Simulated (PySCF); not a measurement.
# Electron correlation in N⁺ (nitrogen, charge +1)

[He] 2s2 2p2, high-spin 3P determinant. Computed with PySCF 2.14 in aug-cc-pVQZ-DK, with the spin-free X2C one-electron Hamiltonian (Gaussian nucleus). Frozen: 1s2; 4 electrons correlated.

```tsv
level	correlation energy (mhartree)
CCSD	-97.58
(T)	-1.84
CCSD(T)	-99.42
```

Diagnostics: T1 = 0.0067, D1 = 0.0134, largest double amplitude 0.117.

Cost of the coupled-cluster step: of the order of 21 core-seconds, for 4 correlated electrons.

Iterations:

```
CC2 = 0
CCSD nocc = (np.int64(3), np.int64(1)), nmo = (79, 79)
frozen orbitals [[0], [0]]
max_cycle = 100
direct = 0
conv_tol = 1e-08
conv_tol_normt = 1e-06
diis_space = 8
diis_start_cycle = 0
Init t2, MP2 energy = -0.0779962465971847
Init E_corr(UCCSD) = -0.0779962466069645
cycle = 1  E_corr(UCCSD) = -0.0906747683472256  dE = -0.0126785217  norm(t1,t2) = 0.0392121
cycle = 2  E_corr(UCCSD) = -0.0945933757324952  dE = -0.00391860739  norm(t1,t2) = 0.0177055
cycle = 3  E_corr(UCCSD) = -0.0976373967572225  dE = -0.00304402102  norm(t1,t2) = 0.00888045
cycle = 4  E_corr(UCCSD) = -0.0975683699082914  dE = 6.90268489e-05  norm(t1,t2) = 0.00100465
cycle = 5  E_corr(UCCSD) = -0.0975854285018379  dE = -1.70585935e-05  norm(t1,t2) = 0.000158332
cycle = 6  E_corr(UCCSD) = -0.0975813412728821  dE = 4.08722896e-06  norm(t1,t2) = 2.18891e-05
cycle = 7  E_corr(UCCSD) = -0.097582659306759  dE = -1.31803388e-06  norm(t1,t2) = 5.30585e-06
cycle = 8  E_corr(UCCSD) = -0.0975825680271002  dE = 9.12796587e-08  norm(t1,t2) = 1.39103e-06
cycle = 9  E_corr(UCCSD) = -0.0975825106047171  dE = 5.74223831e-08  norm(t1,t2) = 3.45133e-07
cycle = 10  E_corr(UCCSD) = -0.0975825284488313  dE = -1.78441142e-08  norm(t1,t2) = 7.11507e-08
cycle = 11  E_corr(UCCSD) = -0.0975825274138174  dE = 1.03501388e-09  norm(t1,t2) = 2.86856e-08
UCCSD converged
E(UCCSD) = -54.02032118432157  E_corr = -0.09758252741381743
UCCSD(T) correction = -0.00183537000692525
```
